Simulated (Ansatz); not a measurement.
Gas-phase electronic energies from Ansatz, PBE0-D4/def2-TZVP geometries. CCSD(T)/CBS is the MP2 limit (def2-TZVPP, def2-QZVPP) plus CCSD(T) − MP2 in def2-TZVPP, frozen cores. Functionals use def2-TZVPP. One conformer a species, not always the lowest.

`C[SiH]1[SiH2]O[SiH2]1` + `C#CNCN` → `C#CN(C)CN` + `O1[SiH2][SiH2][SiH2]1`  (substitution at a C–Si bond)

| level | ΔE (kcal/mol) |
| --- | --- |
| ωB97X-V | 12.2 |
| B2PLYP | 12.8 |
| SCS-MP2/def2-TZVPP | 11.7 |
| SCS-MP2/def2-QZVPP | 12.2 |

(1) What does CCSD(T)/CBS give? (Estimate.)

Largest T1 diagnostic among the species: 0.014.

## Answers

(1) The calculation gave: +12.7 kcal/mol. The listed levels differ from it by -0.5, 0.1, -1.0, -0.5 kcal/mol.
